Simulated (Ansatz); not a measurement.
A nudged elastic band was laid between two geometries of AlFH2OZn (6 atoms, charge 0, multiplicity 1).

These are results of RKS B3LYP/def2-mTZVP in Ansatz, not measurements.

```yaml
movable_images: 5
climbing_image: yes
spring: 5.0 eV/Å²
optimiser: quadratic models (default)
start_path: through a guess of the saddle point
force_threshold: 0.05 eV/Å
iteration_limit: 60
end_points: relaxed
```

First end point:

```xyz
6
Properties=species:S:1:pos:R:3
O -1.286 1.058 -0.561
Al 0.161 0.596 0.223
Zn 0.667 -1.790 0.031
F 1.050 -3.523 -0.099
H -1.615 1.964 -0.572
H 1.023 1.694 0.977
```

Last end point:

```xyz
6
Properties=species:S:1:pos:R:3
O -0.308 1.428 -0.116
Al -1.717 -0.268 -0.459
Zn 0.360 -1.874 -0.043
F 1.770 -2.975 0.258
H -0.664 2.314 0.050
H 0.560 1.374 0.310
```

**Question.** What changes between the two ends?

**Answer.** Bonds broken: O1–Al2, Al2–H6. Bonds formed: O1–H6.

**Question.** Give the energies along the band, and the barrier.

**Answer.** It converged. The highest image is number 3 of 0 to 6, 3.16 eV above the first end and 1.14 eV above the last; the last end lies 2.03 eV above the first. The profile has 2 maxima (images 3, 5) with wells between them (image 4): this band takes more than one step, which may be the mechanism or a detour left from its start path. Neighbouring images differ by up to 1.7 eV, so the band resolves the path poorly. A vibrational analysis at the climbing image gives one clearly imaginary mode, 1549i cm⁻¹: a first-order saddle point. The orbitals stay closed-shell, which can raise the energy where a bond breaks towards radicals; this wasn't checked here.

```csv
image,path coordinate (Å),energy (eV),O1–Al2 (Å),Al2–H6 (Å),O1–H6 (Å)
0,0.00,0.00,1.71,1.59,2.85
1,0.66,0.18,1.71,1.58,2.67
2,1.32,1.43,1.72,1.59,2.07
3,1.99,3.16,1.89,1.74,1.31
4,3.48,2.04,2.24,2.80,0.97
5,4.97,2.17,2.43,2.91,0.97
6,6.46,2.03,2.23,2.91,0.97
```

**Question.** What is the geometry of the highest image?

**Answer.** 
```xyz
6
Properties=species:S:1:pos:R:3:forces:R:3
O -0.434 1.606 -0.439 0.00 0.00 0.00
Al 0.405 0.450 0.799 0.00 0.00 0.00
Zn 0.716 -1.966 0.069 0.00 0.00 0.00
F 0.961 -3.689 -0.360 0.00 0.00 0.00
H -1.310 1.569 -0.870 0.00 0.00 0.00
H -0.337 2.029 0.802 0.00 0.00 0.00
```

Time of the run: 2.3 min on 2 threads of AMD EPYC 9R45 96-Core Processor (Zen 5), on a shared host, peak memory 0.25 GiB.
